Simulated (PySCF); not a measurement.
H2AlO2, doublet, at a GFN2-xTB geometry (such geometries of metal compounds can be far from the true shape) (the spin is typed, not shown lowest), atoms displaced at random by about 0.03 Å a coordinate; R2SCAN/6-31G, gradient by finite differences run with PySCF.

PySCF was given this input:
```python
from pyscf import gto, scf, dft

mol = gto.M(
    atom='''
Al    0.008418   -0.269146   -0.040728
O     1.121157    0.365341   -1.033750
H     1.864797    0.768705   -1.612641
O    -1.203584   -0.022288    1.084247
H    -1.901755    0.132205    1.667519
''',
    basis='6-31g',
    charge=0,
    spin=1,
    verbose=4,
)

mf = dft.UKS(mol)
mf.xc = 'r2scan'
mf.conv_tol = 1e-11
mf.kernel()
scan, done = mf.as_scanner(), []
scan.scf_summary = {}
def energy(d):
    c = mol.atom_coords()
    c[2, 2] += d
    e = scan(mol.set_geom_(c, unit='Bohr', inplace=False))
    done.append(scan.converged)
    return e
h = 1e-5
fd = (energy(h) - energy(-h)) / (2 * h)
print('dE/dx =', fd)
```

Q: Write the output that PySCF gives for this input, abridged.

A: 
```
PySCF version 2.14.0

[INPUT] verbose = 4
[INPUT] num. atoms = 5
[INPUT] num. electrons = 31
[INPUT] charge = 0
[INPUT] spin (= nelec alpha-beta = 2S) = 1
[INPUT] symmetry False subgroup None
[INPUT] Mole.unit = angstrom
[INPUT] Symbol           X                Y                Z      unit          X                Y                Z       unit  Magmom
[...]
nuclear repulsion = 93.6961135769926
number of shells = 21
number of NR pGTOs = 98
number of NR cGTOs = 35
basis = 6-31g
ecp = {}

******** <class 'pyscf.dft.uks.UKS'> ********
method = UKS
initial guess = minao
damping factor = 0
level_shift factor = 0
DIIS = <class 'pyscf.scf.diis.CDIIS'>
diis_start_cycle = 1
diis_space = 8
diis_damp = 0
SCF conv_tol = 1e-11
SCF conv_tol_grad = None
SCF max_cycles = 50
direct_scf = True
direct_scf_tol = 1e-13
number electrons alpha = 16  beta = 15
XC library pyscf.dft.libxc version 7.1.2
    S. Lehtola, C. Steigemann, M. J. T. Oliveira, and M. A. L. Marques,  SoftwareX 7, 1–5 (2018)
XC functionals = r2scan
    J. W. Furness, A. D. Kaplan, J. Ning, J. P. Perdew, and J. Sun,  J. Phys. Chem. Lett. 11, 8208–8215 (2020)
    J. W. Furness, A. D. Kaplan, J. Ning, J. P. Perdew, and J. Sun,  J. Phys. Chem. Lett. 11, 9248–9248 (2020)
    J. W. Furness, A. D. Kaplan, J. Ning, J. P. Perdew, and J. Sun,  J. Phys. Chem. Lett. 11, 8208–8215 (2020)
    J. W. Furness, A. D. Kaplan, J. Ning, J. P. Perdew, and J. Sun,  J. Phys. Chem. Lett. 11, 9248–9248 (2020)
radial grids:
    Treutler-Ahlrichs [JCP 102, 346 (1995); DOI:10.1063/1.469408] (M4) radial grids

becke partition: Becke, JCP 88, 2547 (1988); DOI:10.1063/1.454033
pruning grids: <function nwchem_prune>
grids dens level: 3
symmetrized grids: False
atomic radii adjust function: <function treutler_atomic_radii_adjust>
small_rho_cutoff = 0
Set gradient conv threshold to 3.16228e-06
tot grids = 66960
init E= -394.147124877136

cycle= 1 E= -393.664990740971  delta_E= 0.482  |g|= 0.835  |ddm|= 1.65
cycle= 2 E= -392.563611088356  delta_E=  1.1  |g|= 1.73  |ddm|=  1.7
cycle= 3 E= -393.933145066429  delta_E= -1.37  |g|= 0.0936  |ddm|= 1.33
cycle= 4 E= -393.93810215705  delta_E= -0.00496  |g|= 0.0382  |ddm|= 0.19
cycle= 5 E= -393.938650335638  delta_E= -0.000548  |g|= 0.0221  |ddm|= 0.0476
cycle= 6 E= -393.938867084138  delta_E= -0.000217  |g|= 0.00149  |ddm|= 0.021
cycle= 7 E= -393.93886841595  delta_E= -1.33e-06  |g|= 0.000188  |ddm|= 0.00252
cycle= 8 E= -393.938868450598  delta_E= -3.46e-08  |g|= 5.56e-05  |ddm|= 0.000543
cycle= 9 E= -393.938868452971  delta_E= -2.37e-09  |g|= 1.4e-05  |ddm|= 0.000113
cycle= 10 E= -393.938868453123  delta_E= -1.52e-10  |g|= 2.4e-06  |ddm|= 2.4e-05
cycle= 11 E= -393.938868453129  delta_E= -5.8e-12  |g|= 5.77e-07  |ddm|= 4.91e-06
Extra cycle  E= -393.938868453128  delta_E= 1.02e-12  |g|= 7.99e-07  |ddm|= 1.41e-06
converged SCF energy = -393.938868453128  <S^2> = 0.75575143  2S+1 = 2.0057432
Create scanner for <class 'pyscf.dft.uks.UKS'>

WARN: Mole.unit (angstrom) is changed to Bohr

New geometry
   1 Al     0.008418000000  -0.269146000000  -0.040728000000 AA    0.015907714517  -0.508612227522  -0.076964765601 Bohr
   2 O      1.121157000000   0.365341000000  -1.033750000000 AA    2.118679672639   0.690394432075  -1.953504381269 Bohr
   3 H      1.864797000000   0.768705000000  -1.612635708228 AA    3.523955607911   1.452641920584  -3.047439827245 Bohr
   4 O     -1.203584000000  -0.022288000000   1.084247000000 AA   -2.274444127909  -0.042118215864   2.048929881381 Bohr
   5 H     -1.901755000000   0.132205000000   1.667519000000 AA   -3.593796106022   0.249831242298   3.151154217509 Bohr

******** <class 'pyscf.scf.hf.UKS_Scanner'> ********
method = UKS_Scanner
initial guess = minao
damping factor = 0
level_shift factor = 0
DIIS = <class 'pyscf.scf.diis.CDIIS'>
diis_start_cycle = 1
diis_space = 8
diis_damp = 0
SCF conv_tol = 1e-11
SCF conv_tol_grad = None
SCF max_cycles = 50
direct_scf = True
direct_scf_tol = 1e-13
number electrons alpha = 16  beta = 15
[...]
XC functionals = r2scan
    J. W. Furness, A. D. Kaplan, J. Ning, J. P. Perdew, and J. Sun,  J. Phys. Chem. Lett. 11, 8208–8215 (2020)
    J. W. Furness, A. D. Kaplan, J. Ning, J. P. Perdew, and J. Sun,  J. Phys. Chem. Lett. 11, 9248–9248 (2020)
    J. W. Furness, A. D. Kaplan, J. Ning, J. P. Perdew, and J. Sun,  J. Phys. Chem. Lett. 11, 8208–8215 (2020)
    J. W. Furness, A. D. Kaplan, J. Ning, J. P. Perdew, and J. Sun,  J. Phys. Chem. Lett. 11, 9248–9248 (2020)
radial grids:
    Treutler-Ahlrichs [JCP 102, 346 (1995); DOI:10.1063/1.469408] (M4) radial grids

becke partition: Becke, JCP 88, 2547 (1988); DOI:10.1063/1.454033
pruning grids: <function nwchem_prune>
grids dens level: 3
symmetrized grids: False
atomic radii adjust function: <function treutler_atomic_radii_adjust>
small_rho_cutoff = 0
Set gradient conv threshold to 3.16228e-06
tot grids = 66960
init E= -393.938870149642
cycle= 1 E= -393.938868793811  delta_E= 1.36e-06  |g|= 2.41e-06  |ddm|= 5.56e-06
cycle= 2 E= -393.938868793801  delta_E= 1.03e-11  |g|= 5.36e-06  |ddm|= 6.22e-06
cycle= 3 E= -393.938868793813  delta_E= -1.23e-11  |g|= 2.85e-07  |ddm|= 3.65e-06
cycle= 4 E= -393.938868793813  delta_E= 2.27e-13  |g|= 1.97e-07  |ddm|= 4.31e-07
Extra cycle  E= -393.938868793813  delta_E=    0  |g|= 4.08e-07  |ddm|= 4.34e-07
converged SCF energy = -393.938868793813  <S^2> = 0.75575139  2S+1 = 2.0057431

WARN: Mole.unit (angstrom) is changed to Bohr

New geometry
   1 Al     0.008418000000  -0.269146000000  -0.040728000000 AA    0.015907714517  -0.508612227522  -0.076964765601 Bohr
   2 O      1.121157000000   0.365341000000  -1.033750000000 AA    2.118679672639   0.690394432075  -1.953504381269 Bohr
   3 H      1.864797000000   0.768705000000  -1.612646291772 AA    3.523955607911   1.452641920584  -3.047459827245 Bohr
   4 O     -1.203584000000  -0.022288000000   1.084247000000 AA   -2.274444127909  -0.042118215864   2.048929881381 Bohr
   5 H     -1.901755000000   0.132205000000   1.667519000000 AA   -3.593796106022   0.249831242298   3.151154217509 Bohr

******** <class 'pyscf.scf.hf.UKS_Scanner'> ********
method = UKS_Scanner
initial guess = minao
damping factor = 0
level_shift factor = 0
DIIS = <class 'pyscf.scf.diis.CDIIS'>
diis_start_cycle = 1
diis_space = 8
diis_damp = 0
SCF conv_tol = 1e-11
SCF conv_tol_grad = None
SCF max_cycles = 50
direct_scf = True
direct_scf_tol = 1e-13
number electrons alpha = 16  beta = 15
XC library pyscf.dft.libxc version 7.1.2
    S. Lehtola, C. Steigemann, M. J. T. Oliveira, and M. A. L. Marques,  SoftwareX 7, 1–5 (2018)
XC functionals = r2scan
    J. W. Furness, A. D. Kaplan, J. Ning, J. P. Perdew, and J. Sun,  J. Phys. Chem. Lett. 11, 8208–8215 (2020)
    J. W. Furness, A. D. Kaplan, J. Ning, J. P. Perdew, and J. Sun,  J. Phys. Chem. Lett. 11, 9248–9248 (2020)
    J. W. Furness, A. D. Kaplan, J. Ning, J. P. Perdew, and J. Sun,  J. Phys. Chem. Lett. 11, 8208–8215 (2020)
    J. W. Furness, A. D. Kaplan, J. Ning, J. P. Perdew, and J. Sun,  J. Phys. Chem. Lett. 11, 9248–9248 (2020)
radial grids:
    Treutler-Ahlrichs [JCP 102, 346 (1995); DOI:10.1063/1.469408] (M4) radial grids

becke partition: Becke, JCP 88, 2547 (1988); DOI:10.1063/1.454033
pruning grids: <function nwchem_prune>
grids dens level: 3
symmetrized grids: False
atomic radii adjust function: <function treutler_atomic_radii_adjust>
small_rho_cutoff = 0
Set gradient conv threshold to 3.16228e-06
tot grids = 66960
init E= -393.938865400748
cycle= 1 E= -393.938868112428  delta_E= -2.71e-06  |g|= 2.18e-06  |ddm|= 9.95e-06
cycle= 2 E= -393.938868112422  delta_E= 6.25e-12  |g|= 4.76e-06  |ddm|= 6.93e-06
cycle= 3 E= -393.938868112433  delta_E= -1.07e-11  |g|= 2.5e-07  |ddm|= 3.51e-06
cycle= 4 E= -393.938868112433  delta_E= -2.27e-13  |g|= 5.92e-08  |ddm|= 8.04e-07
Extra cycle  E= -393.938868112432  delta_E= 7.96e-13  |g|= 9.47e-08  |ddm|= 1.76e-07
converged SCF energy = -393.938868112432  <S^2> = 0.75575142  2S+1 = 2.0057432
dE/dx = -0.03406905193514831
```
